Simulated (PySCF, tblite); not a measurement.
Species: C6H11FSSi2.
Z-matrix (Å and degrees, GFN2-xTB geometry), rows numbered from 1:
```
C 
C   1  1.4880
S   2  1.6331  1  120.59
C   2  1.4774  1  119.30  3  -177.40
Si  4  1.9303  2  106.28  1    93.49
C   5  1.8820  4  107.87  2  -172.00
C   6  1.3335  5  125.97  4    11.28
Si  7  1.8834  6  125.09  5    -0.90
C   4  1.5198  2  116.12  1   -29.68
F   9  1.3992  4  109.49  2   -53.25
H   1  1.0906  2  110.88  3   128.53
H   1  1.0872  2  110.34  3     7.01
H   1  1.0913  2  109.55  3  -112.45
H   4  1.0940  2  108.05  1  -152.68
H   5  1.4708  4  108.62  2   -53.41
H   5  1.4613  4  108.22  2    67.31
H   6  1.0849  5  115.29  4  -169.29
H   7  1.0848  6  118.59  5  -179.99
H   8  1.4651  7  110.94  6   134.19
H   8  1.4651  7  111.13  6  -100.80
H   9  1.0963  4  110.82  2    61.37
```

The calculation used PBE0/pcSseg-1 in PySCF (dipole) on a GFN2-xTB geometry, gas phase.

Masses are those of the commonest isotopes; rigid-rotor values at the optimised geometry. The values belong to one conformer with, in the numbering `[CH3:1][C:2](=[S:3])[C@@H:4]1[SiH2:5][CH:6]=[CH:7][SiH2:8][C@H:9]1[F:10]`, C1–C2–C4–Si5 93°, C2–C4–Si5–C6 -172°, C4–Si5–C6–C7 11°, C6–C7–Si8–C9 16°, C7–Si8–C9–F10 -172°.

Task: What are A, B and C (MHz)?

Result: Ia = 401.42, Ib = 815.62, Ic = 1059.79 u·Å²; 505379 MHz·u·Å²/I gives A = 1259, B = 619.6, C = 476.9 MHz.

Task: What kind of rotor is it?

Result: An asymmetric top: κ = (2 × 619.6 − 1259 − 476.9)/(1259 − 476.9) ≈ -0.63.

Task: Is it planar, by Δ = Ic − Ia − Ib?

Result: Not planar: Δ = Ic − Ia − Ib = -157.26 u·Å². For a rigid frame Δ = −2 Σ m c², so Σ m c² = 78.63 u·Å² lies off the ab plane: 20.85 from hydrogen and 57.78 from heavier atoms. The atom farthest from that plane is 2.27 Å away.

Task: Give the coordinates in the principal-axis frame, origin at the centre of mass.

Result: The sense of each axis is arbitrary; atoms in the order of the calculation.
| atom | mass (u) | a (Å) | b (Å) | c (Å) |
| --- | --- | --- | --- | --- |
| C1 | 12.000 | 2.126 | -0.808 | 1.456 |
| C2 | 12.000 | 1.774 | -0.166 | 0.161 |
| S3 | 31.972 | 2.939 | 0.438 | -0.811 |
| C4 | 12.000 | 0.352 | -0.026 | -0.214 |
| Si5 | 27.977 | -0.196 | 1.725 | 0.387 |
| C6 | 12.000 | -2.059 | 1.857 | 0.156 |
| C7 | 12.000 | -2.886 | 0.851 | -0.133 |
| Si8 | 27.977 | -2.363 | -0.938 | -0.400 |
| C9 | 12.000 | -0.590 | -1.090 | 0.326 |
| F10 | 18.998 | -0.103 | -2.358 | -0.009 |
| H11 | 1.008 | 1.543 | -0.381 | 2.273 |
| H12 | 1.008 | 3.186 | -0.685 | 1.663 |
| H13 | 1.008 | 1.904 | -1.875 | 1.407 |
| H14 | 1.008 | 0.289 | -0.011 | -1.306 |
| H15 | 1.008 | 0.132 | 1.856 | 1.814 |
| H16 | 1.008 | 0.513 | 2.724 | -0.410 |
| H17 | 1.008 | -2.473 | 2.852 | 0.284 |
| H18 | 1.008 | -3.945 | 1.064 | -0.240 |
| H19 | 1.008 | -3.244 | -1.856 | 0.326 |
| H20 | 1.008 | -2.298 | -1.262 | -1.827 |
| H21 | 1.008 | -0.598 | -1.082 | 1.423 |

Task: List the rotational levels J(Ka,Kc) to J = 4 (cm⁻¹).

Result: Above 0(0,0):
J = 1: 1(0,1) 0.0366, 1(1,1) 0.0579, 1(1,0) 0.0627
J = 2: 2(0,2) 0.1090, 2(1,2) 0.1263, 2(1,1) 0.1406, 2(2,1) 0.2046, 2(2,0) 0.2053
J = 3: 3(0,3) 0.2160, 3(1,3) 0.2285, 3(1,2) 0.2570, 3(2,2) 0.3143, 3(2,1) 0.3177, 3(3,1) 0.4332, 3(3,0) 0.4333
J = 4: 4(0,4) 0.3560, 4(1,4) 0.3640, 4(1,3) 0.4111, 4(2,3) 0.4600, 4(2,2) 0.4698, 4(3,2) 0.5808, 4(3,1) 0.5812, 4(4,1) 0.7456, 4(4,0) 0.7456

Task: Which lines would a microwave search look for?

Result: The dipole components are |μa| = 3.30 D, |μb| = 1.11 D, |μc| = 1.87 D. The squared components, which scale the intensities, stand as 1.00 : 0.11 : 0.32 (a : b : c). Some lines, for components of 0.1 D or more:

| type | branch | J(Ka,Kc) | MHz | lower level (cm⁻¹) |
| --- | --- | --- | --- | --- |
| c | Q | 3(1,3) ← 3(0,3) | 374 | 0.216 |
| c | Q | 2(1,2) ← 2(0,2) | 518 | 0.109 |
| b | Q | 1(1,0) ← 1(0,1) | 782 | 0.037 |
| b | R | 4(2,2) ← 3(3,1) | 1097 | 0.433 |
| b | Q | 4(1,3) ← 4(0,4) | 1654 | 0.356 |
| b | R | 1(1,1) ← 0(0,0) | 1736 | 0.000 |
| a | R | 2(1,1) ← 1(1,0) | 2336 | 0.063 |
| b | Q | 2(2,1) ← 2(1,2) | 2346 | 0.126 |
| b | R | 5(2,3) ← 4(3,2) | 2439 | 0.581 |
| b | Q | 5(3,2) ← 5(2,3) | 3153 | 0.662 |
| c | Q | 3(3,1) ← 3(2,1) | 3462 | 0.318 |
| b | Q | 4(3,2) ← 4(2,3) | 3620 | 0.460 |
| b | Q | 5(3,3) ← 5(2,4) | 3722 | 0.641 |
| b | R | 4(0,4) ← 3(1,3) | 3822 | 0.228 |
| c | R | 2(2,1) ← 1(1,1) | 4397 | 0.058 |
| a | R | 4(3,2) ← 3(3,1) | 4423 | 0.433 |
| a | R | 4(3,1) ← 3(3,0) | 4435 | 0.433 |
| a | R | 5(0,5) ← 4(0,4) | 5151 | 0.356 |
| c | Q | 5(5,1) ← 5(4,1) | 6351 | 0.930 |
| c | R | 3(3,1) ← 2(2,1) | 6856 | 0.205 |
| b | R | 4(2,2) ← 3(1,3) | 7236 | 0.228 |
| c | R | 5(3,3) ← 4(2,3) | 9157 | 0.460 |
| b | R | 5(3,2) ← 4(2,3) | 9212 | 0.460 |
| c | R | 4(4,0) ← 3(3,0) | 9363 | 0.433 |
| b | R | 5(4,2) ← 4(3,1) | 10458 | 0.581 |
| c | R | 5(4,2) ← 4(3,2) | 10472 | 0.581 |
| c | R | 5(5,0) ← 4(4,0) | 11882 | 0.746 |

Its GFN2-xTB frequencies are all real (lowest 50 cm⁻¹). These are rigid-rotor constants of the computed structure; measured ground-state constants (B0) also hold zero-point vibration. A rigid rotor knows nothing of internal rotation, which can split or shift real lines.
